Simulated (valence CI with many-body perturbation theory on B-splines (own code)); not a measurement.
**Level structure of O IV**

Computed by valence CI with perturbative core correlation (CI+MBPT): three valence electrons over a frozen Dirac-Fock core [He], a basis of 11 s, 11 p, 10 d, 8 f, 5 g, 2 h functions for each j, with the one-electron correlation potential Σ1 (screened to all orders), the two-electron term Σ2, the three-electron term Σ3, Breit, model QED; selected single and double excitations, second order for the rest, scaled by the run's own slope (own B-spline code, finite nucleus).

Set against measurement, 55 paired levels are off by 115 cm⁻¹ on average, the worst by 261. These come from a selection out of Moore, Selected Tables of Atomic Spectra, NSRDS-NBS 3, section 10. Levels without a partner in it may be off by more.

Levels 46 to 90 of 116, with energies above the lowest level, 2s2.2p 2P°_1/2. "Leading %" is the weight of the configuration and term that name the level; weights of strongly mixed levels are sums over their largest components and can fall short. In the jj column 3d3/2^4 stands for four electrons in 3d with j = 3/2. Lifetimes count E1, E2, E3, M1 and M2 decay at the calculated energies, and are blank where another channel may lead or the interval is too uncertain; long ones can be off by a factor of two.

```csv
No.,Configuration,Term,J,E (cm⁻¹),Leading %,Lifetime,Leading jj
46,2s.2p.3d,4D°,5/2,499723,97,19.1 ps,2s 2p3/2 3d3/2 (41 %)
47,2s.2p.3d,4D°,7/2,499788,97,19.1 ps,2s 2p3/2 3d5/2 (69 %)
48,2s2.4p,2P°,1/2,499852,89,669 ps,2s^2 4p1/2 (89 %)
49,2s2.4p,2P°,3/2,499895,89,704 ps,2s^2 4p3/2 (89 %)
50,2s.2p.3d,2D°,3/2,501437,97,50.6 ps,2s 2p3/2 3d5/2 (47 %)
51,2s.2p.3d,2D°,5/2,501492,97,50.6 ps,2s 2p3/2 3d5/2 (36 %)
52,2s.2p.3d,4P°,5/2,503993,97,34.6 ps,2s 2p3/2 3d5/2 (44 %)
53,2s.2p.3d,4P°,3/2,504106,97,34.6 ps,2s 2p3/2 3d3/2 (46 %)
54,2s.2p.3d,4P°,1/2,504179,97,34.6 ps,2s 2p3/2 3d3/2 (83 %)
55,2s2.4d,2D,3/2,510469,92,74.3 ps,2s^2 4d3/2 (92 %)
56,2s2.4d,2D,5/2,510475,92,74.4 ps,2s^2 4d5/2 (92 %)
57,2s.2p.3d,2F°,5/2,510755,96,31.7 ps,2s 2p1/2 3d5/2 (50 %)
58,2s.2p.3d,2F°,7/2,510987,95,31.5 ps,2s 2p3/2 3d3/2 (51 %)
59,2s2.4f,2F°,5/2,513216,90,294 ps,2s^2 4f5/2 (90 %)
60,2s2.4f,2F°,7/2,513228,89,295 ps,2s^2 4f7/2 (89 %)
61,2s.2p.3d,2P°,3/2,514227,87,34.9 ps,2s 2p3/2 3d5/2 (35 %)
62,2s.2p.3d,2P°,1/2,514378,87,34.8 ps,2s 2p3/2 3d5/2 (70 %)
63,2s.2p.3s,2P°,1/2,518817,83,129 ps,2s 2p3/2 3s (53 %)
64,2s.2p.3s,2P°,3/2,518827,83,128 ps,2s 2p3/2 3s (57 %)
65,2s2.5s,2S,1/2,539267,84,185 ps,2s^2 5s (84 %)
66,2s2.5p,2P°,1/2,546679,91,1.11 ns,2s^2 5p1/2 (91 %)
67,2s2.5p,2P°,3/2,546697,91,1.12 ns,2s^2 5p3/2 (91 %)
68,2s.2p.3p,2D,3/2,547459,90,221 ps,2s 2p3/2 3p1/2 (54 %)
69,2s.2p.3p,2D,5/2,547488,90,221 ps,2s 2p3/2 3p3/2 (57 %)
70,2s.2p.3p,2P,1/2,549916,90,124 ps,2s 2p3/2 3p1/2 (41 %)
71,2s.2p.3p,2P,3/2,549975,90,124 ps,2s 2p3/2 3p3/2 (51 %)
72,2s2.5d,2D,3/2,551899,92,140 ps,2s^2 5d3/2 (92 %)
73,2s2.5d,2D,5/2,551903,92,140 ps,2s^2 5d5/2 (92 %)
74,2s2.5f,2F°,5/2,552495,87,357 ps,2s^2 5f5/2 (87 %)
75,2s2.5f,2F°,7/2,552497,87,359 ps,2s^2 5f7/2 (87 %)
76,2s2.5g,2G,7/2,553905,93,911 ps,2s^2 5g7/2 (93 %)
77,2s2.5g,2G,9/2,553905,93,911 ps,2s^2 5g9/2 (93 %)
78,2s.2p.3p,2S,1/2,554725,74,167 ps,2s 2p3/2 3p3/2 (37 %)
79,2s2.6s,2S,1/2,568545,88,1.49 ns,2s^2 6s (88 %)
80,2s.2p.4s,4P°,1/2,568740,96,178 ps,2s 2p1/2 4s (86 %)
81,2s.2p.4s,4P°,3/2,568876,96,178 ps,2s 2p1/2 4s (56 %)
82,2s.2p.4s,4P°,5/2,569129,96,177 ps,2s 2p3/2 4s (96 %)
83,2s2.6p,2P°,1/2,570234,65,333 ps,2s^2 6p1/2 (65 %)
84,2s2.6p,2P°,3/2,570313,68,347 ps,2s^2 6p3/2 (68 %)
85,2s.2p.3d,2F°,5/2,571191,46,88.5 ps,2s^2 6f5/2 (40 %)
86,2s.2p.3d,2F°,7/2,571192,46,89.0 ps,2s^2 6f7/2 (40 %)
87,2s.2p.4s,2P°,1/2,573604,69,344 ps,2s 2p1/2 4s (53 %)
88,2s.2p.4s,2P°,3/2,573824,71,328 ps,2s 2p3/2 4s (64 %)
89,2s2.6d,2D,3/2,574239,92,220 ps,2s^2 6d3/2 (92 %)
90,2s2.6d,2D,5/2,574241,92,220 ps,2s^2 6d5/2 (92 %)
```

Names give the largest LS component (configuration and term), which can be under half, so a name can repeat, a term be missing and a line seem to break the LS rules; names also repeat where a configuration has a term twice.
